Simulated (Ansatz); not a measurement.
Consider the ligand exchange at a B–C bond: `BC[SiH2]Cl` + `CN[SiH2]Cl` → `BN(C)[SiH2]Cl` + `C[SiH2]Cl`.

Program: Ansatz. Geometries: PBE0-D4/def2-TZVP. ΔE: electronic, gas phase. CCSD(T)/CBS is the MP2 limit (def2-TZVPP, def2-QZVPP) plus CCSD(T) − MP2 in def2-TZVPP, frozen cores. Functionals use def2-TZVPP. One conformer a species, not always the lowest.

`BC[SiH2]Cl`:

```xyz
10

B     1.247    0.614   -0.816
C     0.039   -0.331   -0.701
Si   -0.767   -0.129    0.981
Cl   -2.375   -1.408    1.100
H     2.332    0.263   -0.452
H     1.111    1.734   -1.216
H     0.299   -1.394   -0.742
H    -0.768   -0.110   -1.407
H    -1.281    1.246    1.177
H     0.163   -0.486    2.076
```

`CN[SiH2]Cl`:

Z-matrix (Å, degrees):
```
C
N 1 1.450
H 1 1.096 2 113.1
H 1 1.093 2 110.8 3 -122.0
H 1 1.093 2 109.4 3 119.9
Si 2 1.697 1 123.8 3 -88.7
H 2 1.008 1 113.6 3 65.8
Cl 6 2.075 2 114.8 1 68.9
H 6 1.479 2 108.8 1 -48.4
H 6 1.479 2 108.1 1 -172.4
```

`BN(C)[SiH2]Cl`:

Z-matrix (Å, degrees):
```
C
N 1 1.461
H 1 1.093 2 110.9
H 1 1.090 2 109.5 3 -119.9
H 1 1.094 2 111.0 3 120.1
Si 2 1.736 1 117.0 3 -63.6
B 2 1.399 1 122.0 3 116.2
Cl 6 2.058 2 109.9 1 63.6
H 6 1.473 2 109.7 1 -176.8
H 6 1.481 2 109.5 1 -52.3
H 7 1.198 2 119.3 1 1.4
H 7 1.197 2 119.1 1 -178.9
```

`C[SiH2]Cl`:

Cartesian coordinates in Å:
```
C -0.830 0.566 -0.111
Si 0.722 -0.452 -0.042
Cl 0.984 -1.188 1.866
H -0.973 0.962 -1.120
H -0.772 1.407 0.583
H -1.701 -0.038 0.150
H 1.920 0.359 -0.369
H 0.650 -1.617 -0.957
```

**Question.** Is it downhill or uphill in electronic energy at CCSD(T)/CBS, and by how much? (Estimate.)

**Answer.** The calculation gave: Downhill: ΔE = -1.29 eV.

**Question.** What do these levels give: PBE0-D4, r2SCANh-D4, ωB97X-V, r2SCAN, CCSD(T)/def2-SVP, HF/def2-QZVPP? (Best estimate.)

**Answer.** Computed: PBE0-D4 -1.25, r2SCANh-D4 -1.26, ωB97X-V -1.26, r2SCAN -1.26, CCSD(T)/def2-SVP -1.43, HF/def2-QZVPP -1.21 eV.

Largest T1 diagnostic among the species: 0.011.

The D4 term adds −0.03 eV with B3LYP and −0.02 eV with PBE0; it sums over pairs of atoms, weighted by their polarisabilities, and B3LYP, whose exchange is more repulsive, gets the larger term. In def2-TZVPP, CCSD(T) changes the Hartree–Fock value by −0.10 eV (the triples alone add −0.02 eV) and MP2 by −0.11 eV. Leaving LDA and LC-ωPBE aside and taking each functional with its dispersion term where it has one, the values, not all of them listed here, spread over 0.06 eV, from BLYP-D4 to HSE06-D4. LDA lies −0.09 eV from PBE without D4.

B3LYP here is the variant with VWN-RPA as its local correlation; programs differ in this.
